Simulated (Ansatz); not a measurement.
Compare A (`C1[SiH2]C[SiH2]1`) with its isomer B (`[SiH3][SiH]1CC1`).

Program: Ansatz. Geometries: PBE0-D4/def2-TZVP. ΔE: electronic, gas phase. CCSD(T)/CBS adds triple-zeta CCSD(T) − MP2 to the extrapolated MP2 energy (def2 sets, frozen cores). Functionals use def2-TZVPP. B3LYP here is the variant with VWN-RPA as its local correlation; programs differ in this.

Which isomer does CCSD(T)/CBS put lower? Give the gap. (An estimate is asked.)

Computed: A, by 31.1 kcal/mol.

Give E(B) − E(A) in kcal/mol with B3LYP, B3LYP-D4, HF/def2-TZVPP, PBE-D4, ωB97M-V, MP2/def2-TZVPP, PBE0-D4. (An estimate is asked.)

Computed: B3LYP 28.0, B3LYP-D4 29.2, HF/def2-TZVPP 32.3, PBE-D4 26.6, ωB97M-V 32.2, MP2/def2-TZVPP 32.1, PBE0-D4 29.1. None reverses the order clearly.

Largest T1 diagnostic: 0.012.

The D4 term adds +1.2 kcal/mol with B3LYP and +0.6 kcal/mol with PBE0; it sums over pairs of atoms, weighted by their polarisabilities, and B3LYP, whose exchange is more repulsive, gets the larger term. From PBE to PBE0 (25 % exact exchange), in def2-TZVPP and without D4, E(B) − E(A) moves by +2.6 kcal/mol.
